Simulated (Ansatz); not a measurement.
Species: C2H2ClF, charge 0, singlet. C2H2ClF (SMILES F/C=C\Cl).
B3LYP-D3(BJ)/def2-TZVP minimum from Ansatz (a first-principles code):
```xyz
6

F     -1.7752     0.2382    -0.0581
C     -1.0067    -0.8329     0.1643
C      0.3143    -0.7877     0.1622
Cl     1.2240     0.6469    -0.1252
H     -1.5702    -1.7379     0.3456
H      0.8929    -1.6792     0.3469
```
Charge 0, spin multiplicity 1.

Atomisation energy term by term, kcal/mol (programs: Ansatz). UHF or UKS for unpaired electrons; spin-orbit terms are left out. Cores are frozen in correlated methods. Rows without X2C or -DK are non-relativistic. CBS(X,Y): correlation extrapolated as X^-3, Hartree-Fock from the larger set (Q,5: extrapolated as (X+1)exp(-9√X)). A bracket is a step between two methods taken in the basis named. '+ core + X2C': CCSD(T) terms for core correlation (cc-pwCVTZ, 1s frozen past Ne) and scalar relativity (cc-pVTZ-DK). Where a partner has so few electrons that a lower coupled-cluster level is exact, that level stands in.

| term | basis | kcal/mol |
|---|---|---|
| Hartree-Fock | CBS(cc-pV(Q+d)Z,cc-pV(5+d)Z) | 385.56 |
| CCSD correlation | CBS(cc-pV(Q+d)Z,cc-pV(5+d)Z) | 149.15 |
| (T) | CBS(cc-pV(Q+d)Z,cc-pV(5+d)Z) | 13.48 |
| CCSDT(Q) - CCSD(T) | cc-pV(D+d)Z | 0.71 |
| core correlation | cc-pwCVTZ | 2.55 |
| scalar relativity | X2C, cc-pVTZ-DK | -0.73 |
| sum: De |  | 550.7 |
